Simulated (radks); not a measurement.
Results of a calculation; reference values are marked as such.
Task: Species: the palladium ion Pd6+. Configuration: [Kr] 4d2 5s2 (not the ground configuration). Code: a radial shooting solver on a logarithmic mesh with Libxc functionals. Model: scalar-relativistic Kohn-Sham, PBE, spin-polarised, spherical densities, finite nucleus; open shells are filled with parallel spins first (spin-orbit coupling, left out, can overturn this in heavy ions); Fermi nuclear charge, rms radius 4.5318 fm. Some entries of the table are withheld. Estimate them.

orbital  occ.  eigenvalue (Ry)  <r> (bohr)
1s down     1        -1784.675     0.03186
1s up       1        -1784.675     0.03186
2s up       1        -268.0540      0.1383
2s down     1        -268.0149      0.1383
2p up       3        -241.2220      0.1206
2p down     3        -241.1924      0.1206
3s up       1        -55.28384      0.3788
3s down     1        -55.26439      0.3788
3p up       3        -46.46778      0.3781
3p down     3        -46.44534      0.3780
3d up       5        -32.49732      0.3565
3d down     5        -32.46195      0.3564
4s up       1        -14.25285      0.9068
4s down     1        -14.08460      0.9058
4p up       3        -11.58098      0.9700
4p down     3        -11.40889      0.9699
4d up       2              (1)       1.118
4d down     0              (2)       1.123
5s up       1         -5.30510         (3)
5s down     1         -5.24243         (4)
5p up       0         -4.48199         (5)
5p down     0         -4.43349         (6)
6s up       0         -2.72826       3.471
6s down     0         -2.71016       3.494

Result: 
(1) 4d up eigenvalue (Ry): -7.57001
(2) 4d down eigenvalue (Ry): -7.40280
(3) 5s up <r> (bohr): 1.942
(4) 5s down <r> (bohr): 1.958
(5) 5p up <r> (bohr): 2.133
(6) 5p down <r> (bohr): 2.152
